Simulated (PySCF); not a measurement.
Molfile (atoms numbered from 1):
```
C6H11FOSi
     RDKit          3D

 20 19  0  0  0  0  0  0  0  0999 V2000
   -1.9987   -1.2387   -0.2584 C   0  0  0  0  0  0  0  0  0  0  0  0
   -1.5452   -0.0967    0.6516 C   0  0  0  0  0  0  0  0  0  0  0  0
   -1.5322    1.2220   -0.1221 C   0  0  0  0  0  0  0  0  0  0  0  0
    0.1577   -0.4607    1.4483 Si  0  0  0  0  0  4  0  0  0  0  0  0
    1.4518   -0.4473    0.0488 C   0  0  0  0  0  0  0  0  0  0  0  0
    1.5942   -1.6311   -0.5828 F   0  0  0  0  0  0  0  0  0  0  0  0
    2.1744    0.5973   -0.3704 C   0  0  0  0  0  0  0  0  0  0  0  0
    3.1285    0.5606   -1.4743 C   0  0  0  0  0  0  0  0  0  0  0  0
    3.7758    1.5074   -1.8468 O   0  0  0  0  0  0  0  0  0  0  0  0
   -1.3014   -1.3787   -1.0818 H   0  0  0  0  0  0  0  0  0  0  0  0
   -2.9783   -1.0204   -0.6815 H   0  0  0  0  0  0  0  0  0  0  0  0
   -2.0680   -2.1732    0.2939 H   0  0  0  0  0  0  0  0  0  0  0  0
   -2.2802   -0.0023    1.4586 H   0  0  0  0  0  0  0  0  0  0  0  0
   -2.5234    1.4381   -0.5176 H   0  0  0  0  0  0  0  0  0  0  0  0
   -0.8393    1.1709   -0.9598 H   0  0  0  0  0  0  0  0  0  0  0  0
   -1.2342    2.0494    0.5179 H   0  0  0  0  0  0  0  0  0  0  0  0
    0.5433    0.5947    2.3861 H   0  0  0  0  0  0  0  0  0  0  0  0
    0.1929   -1.7957    2.0449 H   0  0  0  0  0  0  0  0  0  0  0  0
    2.0548    1.5413    0.1388 H   0  0  0  0  0  0  0  0  0  0  0  0
    3.2221   -0.4262   -1.9642 H   0  0  0  0  0  0  0  0  0  0  0  0
  1  2  1  0
  2  3  1  0
  2  4  1  0
  4  5  1  0
  5  6  1  0
  5  7  2  0
  7  8  1  0
  8  9  2  0
  1 10  1  0
  1 11  1  0
  1 12  1  0
  2 13  1  0
  3 14  1  0
  3 15  1  0
  3 16  1  0
  4 17  1  0
  4 18  1  0
  7 19  1  0
  8 20  1  0
M  END
```

All values are calculated (PySCF 2.14.0 with density-fitted response routines): PBE0/pcSseg-1 with gauge-including orbitals, structure optimised with GFN2-xTB. No relativistic terms, one conformer, fast rotation and ring inversion assumed for equivalent nuclei, isolated molecule.

Shifts are taken against calculated references (same method and geometry level): $^{13}$C (186.93 ppm) and $^{1}$H (31.72 ppm) and $^{29}$Si (349.16 ppm) vs TMS; CFCl3 for $^{19}$F (170.95 ppm); $^{17}$O (336.08 ppm) against H2O.

```tsv
atoms	nucleus	count	δ (ppm)
Si4	$^{29}$Si	1	-35.1
F6	$^{19}$F	1	?
H19	$^{1}$H	1	?
H17/H18	$^{1}$H	2	4.41
C5	$^{13}$C	1	194.2
H20	$^{1}$H	1	10.48
C1/C3	$^{13}$C	2	?
C8	$^{13}$C	1	189.6
H13	$^{1}$H	1	1.28
C2	$^{13}$C	1	16.5
C7	$^{13}$C	1	133.6
H10/H11/H12/H14/H15/H16	$^{1}$H	6	?
O9	$^{17}$O	1	706.4
```

**Question.** Estimate the values marked ?.

**Answer.** 
- C1/C3: 20.7 ppm, methyl carbon; a saturated carbon with 1 carbon neighbour and no heteroatom attached
- H19: 5.78 ppm, hydrogen on an α carbon of a C=C–C=O unit; attached to an sp2 carbon and in the plane of the double bond
- H10/H11/H12/H14/H15/H16: 1.22 ppm, hydrogen on a methyl carbon
- F6: -87.3 ppm, vinylic fluorine

Shifts are as computed. Against solution values, carbons near 30 ppm lie about +3 ppm off and those near 130 ppm about +5 ppm. Of 1309 compounds with measured shifts, 239 miss one by over three times the rms of a fit or turn the order of signals round; such compounds aren't used in these exercises. Unscaled 19F shifts against computed CFCl3 carry errors that often reach 10 to 50 ppm. Unscaled 17O shifts of doubly bonded oxygen tend to come out too high, by tens of ppm or more. Experimental scales use liquid or dissolved standards, which lie at an offset from isolated H2O (liquid H2O: subtract about 36 ppm).
